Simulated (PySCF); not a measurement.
# `N#CC/C=N\[SiH3]`: 4 charge schemes on one density

Compound: C3H6N2Si.
Numbering: `[N:1]#[C:2][CH2:3]/[CH:4]=[N:5]\[SiH3:6]` (hydrogens: H7, H8 on C3; H9 on C4; H10, H11, H12 on Si6)

Structure used (GFN2-xTB), in Å, numbered top down from 1:
```xyz
12
C3H6N2Si angstrom
N     -2.440    2.301   -0.083
C     -1.944    1.300    0.158
C     -1.304    0.042    0.438
C     -0.560   -0.431   -0.795
N      0.666   -0.589   -0.910
Si     2.077   -0.389    0.054
H     -0.611    0.165    1.273
H     -2.074   -0.691    0.699
H     -1.202   -0.639   -1.653
H      2.855    0.573   -0.716
H      1.905    0.097    1.433
H      2.633   -1.738    0.078
```

Density: PBE0/pcSseg-1 (PySCF); schemes: Mulliken, IAO, Hirshfeld and ESP-fitted. Isolated species at its GFN2-xTB geometry (one conformer only).

Question: At which atom do the 4 schemes differ most?

Answer: At C4: from +0.079 (Hirshfeld) to +0.551 e (ESP-fitted), 0.472 e apart.

Question: Do the Mulliken, IAO, Hirshfeld and ESP-fitted schemes agree on where the charge is lowest?

Answer: All schemes agree: Mulliken N5 (-0.550); IAO N5 (-0.514); Hirshfeld N5 (-0.227); ESP-fitted N5 (-0.669).

Question: Which atoms carry the highest charge in the Mulliken, IAO, Hirshfeld and ESP-fitted schemes?

Answer: All schemes agree: Mulliken Si6 (+0.605); IAO Si6 (+0.738); Hirshfeld Si6 (+0.352); ESP-fitted Si6 (+0.570).

Question: What partial charge does each atom carry?

Answer: In e:

```tsv
atom	environment	Mulliken	IAO	Hirshfeld	ESP-fitted
N1	nitrile nitrogen	-0.234	-0.236	-0.221	-0.468
C2	nitrile carbon	+0.045	+0.140	+0.085	+0.383
C3	sp3 carbon next to a nitrile	-0.210	-0.340	-0.044	-0.304
C4	C=N carbon	+0.158	+0.080	+0.079	+0.551
N5	C=N nitrogen	-0.550	-0.514	-0.227	-0.669
Si6	SiH3 silicon	+0.605	+0.738	+0.352	+0.570
H7	methylene hydrogen	+0.182	+0.186	+0.068	+0.148
H8	methylene hydrogen	+0.188	+0.194	+0.078	+0.121
H9	hydrogen on a C=N carbon	+0.118	+0.142	+0.053	-0.024
H10	Si–H hydrogen	-0.083	-0.113	-0.067	-0.081
H11	Si–H hydrogen	-0.129	-0.160	-0.085	-0.136
H12	Si–H hydrogen	-0.089	-0.117	-0.071	-0.092
```

Mean size of the charges over all atoms: ESP-fitted 0.296 e, IAO 0.247 e, Mulliken 0.216 e, Hirshfeld 0.119 e. Each set sums to the total charge, 0, to within 0.001 e. The IAO scheme counts the electrons in orthogonalised intrinsic atomic orbitals, a minimal basis polarised so that it spans the occupied orbitals exactly.

Question: How many electrons does the ESP-fitted scheme count on N5?

Answer: Z − q = 7 − (-0.669) = 7.669.

Question: Sum the charges by element, for elements with more than one atom.

Answer: 
```tsv
element	atoms	Mulliken	IAO	Hirshfeld	ESP-fitted
N	2	-0.784	-0.750	-0.448	-1.137
C	3	-0.008	-0.120	+0.120	+0.630
H	6	+0.187	+0.132	-0.024	-0.063
```

These values come from a run that also computed NMR shieldings. Hardware: one thread, Arm Neoverse N1 (aarch64), no GPU, shared host with 64 logical CPUs at a one-minute load of 60. Cost: 31 s of wall time (with the writing of density and orbital grids), 0.67 GiB resident at most.
